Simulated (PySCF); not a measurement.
## Polarisability and C₆ of Te+ (tellurium, charge +1)

[Kr] 4d10 5s2 5p3, high-spin 4S determinant. All numbers are calculated (PySCF 2.14, a scalar-relativistic core potential, in aug-cc-pVTZ-PP with ECP28MDF (6s5p4d2f, 55 functions)). Coupled (time-dependent) response in atomic units; α is the mean over directions.

| method | mean α (bohr³) | C₆ (like pair) | S(−4) |
| --- | --- | --- | --- |
| UHF | 22.40 | 185.3 | 104.9 |
| PBE | 22.57 | 185.9 | 111.4 |
| PBE0 | 22.24 | 182.9 | 105.4 |
| r2SCAN0 | 22.03 | 185.3 | 97.08 |
| B97-3 | 22.14 | 182.1 | 103.0 |

S(−4) is the Cauchy moment in α(ω) = α(0) + S(−4) ω² + …

α(iu) at PBE:

```csv
u (hartree),α(iu) (bohr³)
0,22.57
0.0500,22.30
0.100,21.52
0.200,18.94
0.300,15.91
0.500,10.78
0.750,6.869
1.00,4.708
1.50,2.635
2.00,1.710
3.00,0.9025
5.00,0.3783
```

A single London oscillator, α(iu) = α/(1 + u²/ω²), gives C₆ = (3/4) ω α². Matching the computed C₆ needs ω = 4 × 185.9 / (3 × 22.57²) = 0.487 hartree.

For an ion, C₆ is the dispersion term alone; charge-induced terms of lower order in 1/R come first.

Energies and moments cover only the electrons outside the core potential.
